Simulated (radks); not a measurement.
Problem. These are the eigenvalues of the occupied orbitals of an atom or ion with whole-number occupations (eV). All-electron calculation, Dirac Kohn-Sham, BLYP, spin-unpolarised, spherical densities, finite nucleus; Fermi nuclear charge, rms radius of each element as measured or else 0.836 A^(1/3) + 0.57 fm. Program: a radial shooting solver on a logarithmic mesh with Libxc functionals.

| orbital | eigenvalue |
|---|---|
| 1s1/2 | -29027.78 |
| 2s1/2 | -4406.026 |
| 2p1/2 | -4118.095 |
| 2p3/2 | -3887.335 |
| 3s1/2 | -873.8521 |
| 3p1/2 | -756.8420 |
| 3p3/2 | -714.7140 |
| 3d3/2 | -507.7299 |
| 3d5/2 | -499.0323 |
| 4s1/2 | -163.1121 |
| 4p1/2 | -124.1735 |
| 4p3/2 | -116.5592 |
| 4d3/2 | -55.5008 |
| 4d5/2 | -54.4360 |
| 5s1/2 | -36.1340 |

Which element is it, and in what charge state? The configuration may be excited. Open shells, if any, fill j = l - 1/2 first.

Solution. Z = 50, tin, charge +3: Sn3+ in [Kr] 4d10 5s1. The list shows which subshells hold electrons but not how many an open one holds; the 1s level, -1066.8 hartree, gives Z - s = 46.2 by -(Z - s)^2/2, which with screening and relativity narrows Z to a few neighbours, and the depths of the outer levels then fix element, charge and occupations together.
